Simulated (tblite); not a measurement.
I₂Sn, charge -1, doublet, at a GFN2-xTB geometry (such geometries of metal compounds can be far from the true shape) (a state made from the parent by changing its charge; the spin is typed, not shown lowest); GFN1-xTB in tblite.

The tblite input:
```
$ tblite run mol.xyz --method gfn1 --charge -1 --spin 1 --grad --json tblite.json --no-restart

# file mol.xyz
3

Sn    -0.00062870    -0.00460457     1.21175688
I      1.13463361    -1.92671362    -0.57832450
I     -1.13404050     1.93105755    -0.56484237
```

What the program printed (banner, timings and long lists left out):

```
xTB calculator
 | screened Coulomb repulsion
 | Coulomb electrostatics
 |  * isotropic Klopman-Ohno-Mataga-Nishimoto electrostatics
 |  * onsite third-order electrostatics
 | DFT-D3(BJ) dispersion correction

halogen bonding energy    0.0000000000000E+00 Eh
repulsion energy          4.8617188195115E-03 Eh
dispersion energy        -1.5299895647851E-03 Eh
number of electrons       1.9000000000000E+01 e
integral cutoff           2.8182813135037E+01 bohr

------------------------------------------------------------
  cycle        total energy    energy error   density error
------------------------------------------------------------
      1     -10.65235817868  -1.0655690E+01   9.5736631E-02
      2     -10.65238094979  -2.2771111E-05   5.6628430E-02
      3     -10.65195870056   4.2224923E-04   2.2212781E-02
      4     -10.65243280928  -4.7410872E-04   6.9752136E-04
      5     -10.65243298644  -1.7715336E-07   2.4865245E-04
      6     -10.65243300034  -1.3907005E-08   8.9225198E-07
------------------------------------------------------------

electronic energy        -1.0655764729598E+01 Eh
total energy             -1.0652433000344E+01 Eh

Post processing:
 | Mayer-Wiberg bond orders

[Info] Tight-binding results written to 'tblite.txt'
[Info] JSON dump of results written to 'tblite.json'
```
